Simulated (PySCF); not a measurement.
Ligands exchanged one at a time, In NH2-SH. All species are isolated molecules in the gas phase. One relaxed conformer stands for each flexible species; it need not be the lowest. Strings in code marks are SMILES.

The four lowest singlet excitations (Tamm–Dancoff). Level of theory: B3LYP-D3(BJ)/def2-TZVP in PySCF. B3LYP has the VWN-RPA correlation part, as in Gaussian. Excitations are Tamm–Dancoff values on a coarser integration grid. The basis has no diffuse functions, so Rydberg states are missing or too high.

```json
[
 {"state": "S1", "energy (eV)": "4.16", "wavelength (nm)": "298", "oscillator strength": "0.000"},
 {"state": "S2", "energy (eV)": "4.16", "wavelength (nm)": "298", "oscillator strength": "0.000"},
 {"state": "S3", "energy (eV)": "4.85", "wavelength (nm)": "256", "oscillator strength": "0.042"},
 {"state": "S4", "energy (eV)": "5.05", "wavelength (nm)": "245", "oscillator strength": "0.000"}
]
```

Question: Name which member gives these states.
A) `[NH2][In]([NH2])[NH2]`
B) `[NH2][In]([SH])[SH]`
C) `[SH][In]([SH])[SH]`
D) `[NH2][In]([NH2])[SH]`

Answer: C, `[SH][In]([SH])[SH]`
